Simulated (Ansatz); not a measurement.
Consider the redistribution: `F[C@@H]1[O][Ge@H]1[SiH3]` + `C[SiH2][B](C)[AlH2]` → `C[SiH2][B]([AlH2])[SiH3]` + `[CH3][Ge@H]1[O][C@@H]1F`.

Isolated molecules relaxed with PBE0-D4/def2-TZVP in Ansatz; ΔE leaves out vibrations. CCSD(T)/CBS is the MP2 limit (def2-TZVPP, def2-QZVPP) plus CCSD(T) − MP2 in def2-TZVPP, frozen cores. DFT in def2-TZVPP. B3LYP here is the variant with VWN-RPA as its local correlation; programs differ in this. For Ge outer-core shells are correlated without core-valence functions, which leaves a few kJ/mol of doubt a bond. Scalar relativity is left out up to krypton. Each species was taken in one conformer, which may not be the lowest.

```
             level  ΔE (kJ/mol)  difference from CCSD(T)/CBS
            PBE-D4         27.1                          8.4
         r2SCAN-D4         24.0                          5.3
           PBE0-D4         24.2                          5.5
          B3LYP-D4         26.4                          7.7
           ωB97X-V         20.4                          1.7
           ωB97M-V         23.3                          4.6
            B2PLYP         24.6                          5.9
               PBE         28.7                         10.0
            r2SCAN         24.5                          5.8
              PBE0         25.7                          7.0
             B3LYP         29.0                         10.3
     HF/def2-TZVPP         17.4                         -1.3
    MP2/def2-TZVPP         18.3                         -0.4
SCS-MP2/def2-TZVPP         18.2                         -0.5
   CCSD/def2-TZVPP         16.6                         -2.1
CCSD(T)/def2-TZVPP         17.3                         -1.4
     HF/def2-QZVPP         17.4                         -1.3
    MP2/def2-QZVPP         19.1                          0.4
SCS-MP2/def2-QZVPP         18.6                         -0.1
      HF/CBS(def2)         17.4                         -1.3
     MP2/CBS(def2)         19.8                          1.1
    CCSD/CBS(def2)         18.1                         -0.6
       CCSD(T)/CBS         18.7                            0
```

Largest T1 diagnostic among the species: 0.016.
